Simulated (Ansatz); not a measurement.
System: sum formula MoOCl (charge 0, quartet). The spin state was set by rule; other spins were not relaxed. 
Structure (B3LYP-D3(BJ)/def2-TZVP (Ansatz, an electronic-structure program) minimum search):
SMILES: [O]=[Mo][Cl]
```xyz
3

Mo     0.3924     0.2075     0.1089
O      1.8430    -0.3928    -0.4837
Cl    -1.8367    -0.3278    -0.0413
```
Charge 0, spin multiplicity 4.

Total electronic energies in hartree. Cores are frozen in the correlated levels unless marked. Open shells are spin-unrestricted. Spin-orbit coupling is left out. Frozen are the shells of the preceding noble gas and the d and f shells that filled before the atom's block. In def2 rows, elements after Kr have scalar-relativistic effective core potentials. STO-3G rows are all-electron and non-relativistic. Basis-set limits of correlation are two-point, X^-3; Hartree-Fock from the larger set. The bracket is a focal-point correction in the basis named. The program attaches cautions to a run behind CCSD/STO-3G: large difference.

The UHF reference is spin-contaminated (<S^2> 0.35 over the pure value in the largest basis). The T1 diagnostic of CCSD in the largest basis is 0.050, which is high, so the coupled-cluster rows are less sure than usual.

```tsv
level	program	energy (Eh)
HF/def2-QZVPPD	Ansatz	-602.03922
RI-HF/def2-QZVPP	Ansatz	-602.03901
r2SCAN/def2-TZVPD	Ansatz	-603.70395
B3LYP-D3(BJ)/def2-TZVPD	Ansatz + dftd3	-603.76530
HSE06/def2-TZVPD	Ansatz	-603.46997
CAM-B3LYP-D3(BJ)/def2-TZVPD	Ansatz + dftd3	-603.66506
B2GP-PLYP/def2-TZVPD	Ansatz	-603.26358
CCSD/STO-3G	Ansatz	-4464.65543
RI-MP2/CBS(def2-TZVPPD,def2-QZVPPD)+[CCSD(T)-MP2]/def2-TZVPPD	Ansatz	-602.7506
```

Totals of different functionals don't rank their quality; only differences between species are comparable.
